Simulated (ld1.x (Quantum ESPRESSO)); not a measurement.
## Which change was made? (Be, TM)

beryllium (Be), norm-conserving Troullier–Martins (Kleinman–Bylander form), made with ld1.x (Quantum ESPRESSO) 7.5 (PBE, non-relativistic). Core none, reference 1s2 2s2 2p0. Waves: 1s (bound): rc 0.30 bohr; 2p (bound, empty): rc 3.65 bohr; 3d channel at 0.45 Ry: rc 3.85 bohr. Local part: all-electron potential smoothed inside 1.85 bohr (lloc = -1). Core correction: none.

Occupied shells without a wave of their own: 2s. They enter only through the test configuration that unscreens the potential.

Cutoffs, loose and tight: the cutoffs (Ry, on a coarse ladder) from which the occupation-weighted sum of valence levels, in a spherical-Bessel basis at the reference potential, stays within 10 and 1 mRy of its value at 400 Ry. They do not see the model core or the augmentation charge, which bear on the density cutoff. Test errors are all-electron minus pseudo excitation energies from the reference, over the configurations 1s2 2s1 2p0; 1s2 2s0 2p0; 1s2 2s1.5 2p0; 1s2 2s0 2p2; 1s2 2s0 2p1; 1s1 2s2 2p0; 1s2 2s1 2p1; variants that change the core or the reference have their own tests. The largest error is taken over the tests solved by every variant that gives reliable tests at all, those not shown here included: 1s1 2s2 2p0; 1s2 2s0 2p0; 1s2 2s0 2p1; 1s2 2s0 2p2; 1s2 2s1 2p0; 1s2 2s1 2p1.

The base gives: outcome: generated, misses its reference levels by 0.66 eV; bound ghosts: not determined; largest test error (meV): +2517.

(1) After one change the result is: outcome: generated, misses its reference levels by 1.21 eV; cutoff, loose: over 300 Ry; cutoff, tight: over 300 Ry; bound ghosts: none; largest test error (meV): +4547. Which change was it?
A. all radii scaled by about 1.26 (s 0.38, p 4.60, d 4.86 bohr); local potential all-electron potential smoothed inside 2.34 bohr (lloc = -1)
B. all radii scaled by about 1.12 (s 0.34, p 4.08, d 4.30 bohr); local potential all-electron potential smoothed inside 2.08 bohr (lloc = -1)
C. all radii scaled by about 1.40 (s 0.42, p 5.10, d 5.38 bohr); local potential all-electron potential smoothed inside 2.58 bohr (lloc = -1)

Results:

(1) C. The others give: all radii scaled by about 1.12 (s 0.34, p 4.08, d 4.30 bohr); local potential all-electron potential smoothed inside 2.08 bohr (lloc = -1) → outcome: generated, misses its reference levels by 0.81 eV; bound ghosts: not determined; largest test error (meV): +3077 | all radii scaled by about 1.26 (s 0.38, p 4.60, d 4.86 bohr); local potential all-electron potential smoothed inside 2.34 bohr (lloc = -1) → outcome: generated, misses its reference levels by 0.98 eV; bound ghosts: none; largest test error (meV): +3700.
